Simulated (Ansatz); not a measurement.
System: IrH, net charge 0, triplet state. The spin state was set by rule; other spins were not relaxed. SMILES: [IrH]
Geometry: optimised at B3LYP-D3(BJ)/def2-TZVP (Ansatz, a program for electronic structure).

Parts of the frozen-core correlation energy in def2-SVP (Ansatz, hartree). Frozen orbitals: 4; correlated occupied orbitals by spin: 6 and 4; virtual: 27 and 29. UHF or UKS for open shells. No spin-orbit coupling. In def2 rows, elements after Kr have scalar-relativistic effective core potentials.

```json
[
 {"term": "reference (HF)", "value": "-103.99653"},
 {"term": "MP2 opposite-spin", "value": "-0.13782"},
 {"term": "MP2 same-spin", "value": "(withheld)"},
 {"term": "CCSD correlation", "value": "(withheld)"},
 {"term": "(T)", "value": "(withheld)"},
 {"term": "CCSDT minus CCSD(T)", "value": "-0.00036"},
 {"term": "CCSDT(Q) minus CCSD(T)", "value": "-0.00064"},
 {"term": "T1 diagnostic", "value": "0.029"},
 {"term": "largest doubles amplitude", "value": "0.044"},
 {"term": "<S^2> of the reference", "value": "2.031"}
]
```

What belongs in the gaps?


- MP2 same-spin, value: -0.07017
- CCSD correlation, value: -0.21368
- (T), value: -0.00498
